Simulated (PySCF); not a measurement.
The numbers are results of B3LYP-D3(BJ)/def2-TZVP // PBE0-D4/def2-TZVP in PySCF 2.14.0, not measurements. All species are isolated molecules in the gas phase. One relaxed conformer stands for a flexible species; it need not be the lowest. B3LYP has the VWN-RPA correlation part, as in Gaussian. Excitations are Tamm–Dancoff values on a coarser integration grid. The basis has no diffuse functions, so Rydberg states are missing or too high.

Reference species (SMILES): `[SiH3]Cl` (neutral, multiplicity 1).

| Quantity | Value |
|---|---|
| HOMO–LUMO gap | 8.48 eV |
| T1 excitation (TDA) | 6.90 eV |

Changed species: `CO[SiH2]Cl` (C–O–Si–Cl torsion 180°) (X = methoxy; the reference has X = H).

**Question.** What does the change do to the HOMO–LUMO gap and T1 excitation (TDA)?

**Answer.** the HOMO–LUMO gap falls by 0.17 eV, to 8.31 eV; the T1 excitation (TDA) falls by 0.04 eV, to 6.86 eV.
